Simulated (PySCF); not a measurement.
## Bond length, frequency and bond energy of BeZn⁺ by level of theory

State: ²Σ⁺ (doublet), unpaired electrons σ ↑. Set-up: basis Be x2c-SVPall, Zn x2c-SVPall; spin-free X2C with a Gaussian nucleus; PySCF 2.14. De refers to Be⁺ + Zn in their ground configurations, without counterpoise correction. The functionals are run spin-unrestricted. A positive dipole points towards Zn; it is taken about the centre of mass and depends on that origin.

```
       Level  Re (Å)  ωe (cm⁻¹)  De (eV)  μ (D)  CPU s a point (SCF and correlation, without the integrals)
        ROHF   2.449        365     1.48  -1.90                                                       0.078
    ROHF-MP2   2.396        375     1.64    n/a                                                        0.16
ROHF-SCS-MP2   2.411        368     1.62    n/a                                                         n/a
   ROHF-CCSD   2.423        366     1.77    n/a                                                         n/a
ROHF-CCSD(T)   2.418        367     1.77    n/a                                                         9.6
         LDA   2.343        378     1.92  -3.99                                                        0.35
         PBE   2.385        362     1.89  -3.73                                                        0.55
        PW91   2.380        363     1.91  -3.74                                                        0.42
      r²SCAN   2.368        378     1.85  -3.75                                                        0.82
        PBE0   2.395        367     1.91  -3.48                                                        0.83
         M06   2.424        332     1.44  -4.40                                                         2.1
     LC-ωPBE   2.382        380     1.92  -3.23                                                         0.8
```

Task: Which functional lies closest to ROHF-CCSD(T) in De, which farthest, and by how much do they differ from it?

Result: Closest is r²SCAN (-5.0 pm in Re, +3.0 % in ωe, +0.08 eV in De against ROHF-CCSD(T) in the same basis), farthest M06 (+0.6 pm in Re, -9.5 % in ωe, -0.33 eV in De). CCSD(T) converges more slowly with the basis than the functionals do and binds too weakly in this one, so the order can change at the basis-set limit.

Task: What does a quarter of exact exchange do here, going from PBE to PBE0?

Result: PBE0 less PBE: +1.0 pm in Re, +1.4 % in ωe, +0.02 eV in De. Exact exchange removes part of the self-interaction that spreads semilocal densities, and in most molecules shortens and stiffens the bond and lowers De; here Re and De go the other way.

Task: What does the step from GGA to meta-GGA do here, going from PBE to r²SCAN?

Result: r²SCAN less PBE: -1.7 pm in Re, +4.4 % in ωe, -0.04 eV in De. 

Correlated steps freeze 5 core orbitals. Correlated levels converge slowly with the basis: in double zeta they bind strong bonds too weakly, by up to about 1 eV, and carry superposition errors of some tenths. For an ion De counts to the pair picked by the measured ionisation energies or electron affinities, which need not be the lowest pair at this level. The state is the lowest determinant that a PBE0 search found; another state may lie lower at other levels.

The whole job (state search and all levels along the bond) took about 2.9 min on 1 thread of Arm Neoverse V1 (shared host), peak memory 0.52 GiB.
